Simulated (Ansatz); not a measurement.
A structure relaxed at PBE-D4/def2-SVP in Ansatz, charge 0, singlet:

```xyz
34

In   -0.048    0.448    3.389
In    0.310    1.824   -2.990
In   -1.743    1.262    0.313
In    1.973    0.813    0.425
In    1.525   -2.511    1.747
In   -0.165   -1.708   -1.336
In   -2.179   -2.065    1.633
N     1.995    1.944   -1.597
N     0.138    1.468    1.334
N    -0.278   -1.628    2.669
N    -1.376    2.352   -1.698
N     0.053   -0.340   -3.192
N    -1.795   -0.811   -0.258
N     1.564   -1.217   -0.156
H    -1.574    1.050    3.997
H     1.539    0.673    4.091
H     0.465    2.729   -4.471
H    -3.168    2.066    0.893
H     3.511    1.260    1.094
H     2.959   -1.999    2.608
H     1.169   -4.112    1.134
H    -0.331   -3.272   -2.070
H    -3.501   -1.222    2.411
H    -2.176   -3.708    1.029
H     2.176    2.936   -1.373
H     2.855    1.650   -2.085
H     0.250    2.461    1.601
H    -0.369   -2.166    3.551
H    -1.330    3.360   -1.479
H    -2.252    2.266   -2.239
H    -0.771   -0.526   -3.787
H     0.836   -0.722   -3.746
H    -2.662   -0.972   -0.798
H     2.399   -1.584   -0.643
```

Q: Give its formula and point group.

A: In7N7H20, a nanocrystal cut from zinc blende InN (hydrogen-capped). Point group C3v (tolerance 0.1 Å).

Q: Summarise the bond lengths by kind (pairs closer than 1.2 times the sum of covalent radii, bridged metal pairs left out).

A: 18 × In–N 2.15 to 2.32 Å; 10 × H–N 1.03 to 1.04 Å; 10 × H–In 1.74 to 1.75 Å.

In the def2 sets In takes a core potential; there is no spin–orbit coupling.
